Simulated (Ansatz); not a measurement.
`[NH2][Sn][Cl]` and `[SH][Sn][Cl]` differ in one atom or group.

Ansatz, PBE0-D4/def2-TZVP geometries, multiplicity 1. Each molecule was computed in one conformer, which needn't be the lowest.

Elements past krypton have def2 core potentials. Outer-core shells of Sn are correlated without core-valence functions. Spin–orbit coupling is left out.

```csv
property,`[NH2][Sn][Cl]`
size of the dipole moment (ωB97M-V/def2-TZVPP) / D,3.19
vertical ionisation energy (CCSD(T)/def2-TZVPP) / eV,9.71
LUMO energy (ωB97M-V/def2-TZVPP) / eV,-0.35
HOMO energy (PBE0/def2-TZVPP) / eV,-7.51
"ideal-gas entropy at 298 K and 1 bar (rigid rotor, harmonic PBE0-D4/def2-TZVP) / J/(mol·K)",309
HOMO–LUMO gap (PBE0/def2-TZVPP) / eV,5.43
```

Q: What does the change do to each property? (Estimate.)

A: Ansatz gave: 
| property | `[SH][Sn][Cl]` | shift |
| --- | --- | --- |
| size of the dipole moment (ωB97M-V/def2-TZVPP) / D | 2.21 | -0.98 |
| vertical ionisation energy (CCSD(T)/def2-TZVPP) / eV | 9.51 | -0.20 |
| LUMO energy (ωB97M-V/def2-TZVPP) / eV | -1.06 | -0.71 |
| HOMO energy (PBE0/def2-TZVPP) / eV | -7.48 | 0.03 |
| ideal-gas entropy at 298 K and 1 bar (rigid rotor, harmonic PBE0-D4/def2-TZVP) / J/(mol·K) | 319 | 10 |
| HOMO–LUMO gap (PBE0/def2-TZVPP) / eV | 4.68 | -0.75 |

The zero-point energy changes by -41.5 kJ/mol with -3 modes. Dipoles are sizes alone; their direction can turn.
